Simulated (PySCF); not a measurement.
## One molecule, a ladder of functionals, a line

Molecule: SMILES BCC=C, C$_{3}$H$_{7}$B.

Mapped SMILES: `[BH2:1][CH2:2][CH:3]=[CH2:4]`. Each H is labelled by its parent atom. Ha(C4) is cis to C2; Hb(C4) is trans to C2.

GIAO shieldings (ppm, equivalent atoms averaged) in PySCF on the PBE0-D3(BJ)/def2-SVP geometry, basis pcSseg-2, gas phase, non-relativistic:

```csv
functional,exact exchange (%),σ(B1),σ(C4),σ(C2)
BLYP,0,3.9,56.1,121.6
BP86,0,6.7,59.3,126.0
PBE,0,4.3,59.2,125.4
B3LYP,20,9.6,58.2,129.0
mPW1PW91,25,13.0,61.4,134.7
BHandHLYP,50,18.7,62.1,138.4
HF,100,36.6,71.2,152.4
```

Problem. Fit each shielding as a line in the percentage of exact exchange.

Solution. σ(B1) = 4.6 + 0.31 x (rms 1.2 ppm); σ(C4) = 57.6 + 0.13 x (rms 1.5 ppm); σ(C2) = 124.7 + 0.28 x (rms 1.8 ppm). The functionals also differ in their semilocal parts, which the line can't hold; Hartree–Fock has no correlation at all.

Problem. What does the line predict for PBE0 (25 %), and what does the run give?

Solution. σ(B1): 12.3 predicted, 12.2 computed; σ(C4): 60.9 predicted, 61.9 computed; σ(C2): 131.7 predicted, 134.5 computed ppm.
